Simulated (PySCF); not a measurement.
## NMR data sheet: C$_{5}$H$_{11}$NOSi$_{2}$

```yaml
Formula: C5H11NOSi2
SMILES: N#C[C@@H]1CC[C@@H]1[SiH2]O[SiH3]
InChI: InChI=1S/C5H11NOSi2/c6-3-4-1-2-5(4)9-7-8/h4-5H,1-2,9H2,8H3/t4-,5-/m0/s1
Point_group_of_the_computed_structure: C1
Degrees_of_unsaturation: 3
Carbon_signals: 5
Proton_signals: 9
```

Bonds (- single, = double, # triple, : aromatic): N1#C2, C2-C3, C3-C4, C4-C5, C5-C6, C6-Si7, Si7-O8, O8-Si9, C6-C3. C3 carries H10; C4 carries H11, H12; C5 carries H13, H14; C6 carries H15; Si7 carries H16, H17; Si9 carries H18, H19, H20. Stereochemistry as in N#C[C@@H]1CC[C@@H]1[SiH2]O[SiH3]. H12, H14 are cis to C2 on the ring; H17 is pro-R; H16 is pro-S; H11, H13 are trans to C2 on the ring.

No solvent model, one averaged value for each set of equivalent atoms, single conformer, no relativistic terms. NMR shieldings at PBE0/pcSseg-1/GIAO; geometry from PBE0-D3(BJ)/def2-SVP; PySCF 2.14.

Referencing at the same level of theory: $^{1}$H (31.27 ppm), $^{13}$C (184.41 ppm), $^{29}$Si (351.99 ppm) vs TMS; $^{15}$N (265.67 ppm) vs NH3; $^{17}$O (334.56 ppm) against H2O.

| carbon | δC, type | δH (multiplicity) | HMBC from (2–3 bonds) | span of the C tensor (ppm) |
| --- | --- | --- | --- | --- |
| C2 | 127.8, C | – | H10, H12, H11, H15 | 355 |
| C3 | 23.6, CH | 3.00 (m) | H17, H16, H12, H13, H11, H14, H15 | 25 |
| C4 | 28.2, CH2 | H11 2.12 (m); H12 2.53 (m) | H10, H13, H14, H15 | 32 |
| C5 | 22.7, CH2 | H13 2.28 (m); H14 1.98 (m) | H17, H16, H10, H12, H11, H15 | 27 |
| C6 | 26.2, CH | 1.41 (m) | H17, H16, H10, H12, H13, H11, H14 | 25 |

Other nuclei:
```tsv
atoms	nucleus	environment	δ (ppm)	σ (ppm)
H17	$^{1}$H	hydrogen on a silicon bonded to C, O	5.27	25.99
H18/H19/H20	$^{1}$H	hydrogen on a silicon bonded to O	5.17	26.10
H16	$^{1}$H	hydrogen on a silicon bonded to C, O	4.93	26.33
Si7	$^{29}$Si	silicon bonded to C, O, 2 H	-13.6	365.6
Si9	$^{29}$Si	silicon bonded to O, 3 H	-31.4	383.4
N1	$^{15}$N	nitrile nitrogen	307.8	-42.1
O8	$^{17}$O	oxygen bonded to 2 Si	3.9	330.6
```

- Carbon types of the structure: 1 × C, 2 × CH, 2 × CH2, leaving 5 H on heteroatoms.
- δC 127.8: nitrile carbon; C≡N carbons fall here, among the sp2 signals but without a proton.
- δC 28.2, 22.7: sp3 CH2 in a ring; a saturated carbon with 2 carbon neighbours and no heteroatom attached.
- δC 26.2: sp3 CH bonded to Si.
- δC 23.6: sp3 CH α to a nitrile; aliphatic region, no heteroatom directly attached.
- δH 5.17: hydrogen on a silicon bonded to O.

Shifts are as computed. Against solution values, carbons near 30 ppm lie about +2 ppm off and those near 130 ppm about +5 ppm. Of 1211 compounds with measured shifts, 218 miss one by over three times the rms of a fit or turn the order of signals round; such compounds aren't used in these exercises. Experimental scales use liquid or dissolved standards, which lie at an offset from isolated NH3 (liquid NH3: subtract about 20 ppm) and H2O (liquid H2O: subtract about 36 ppm). Unscaled 15N shifts of sp2 nitrogen come out 20 to 40 ppm too high even then. Multiplicities follow the n + 1 count of equivalent neighbours, as no J values were calculated; m marks all less simple cases, F and P coupling included.
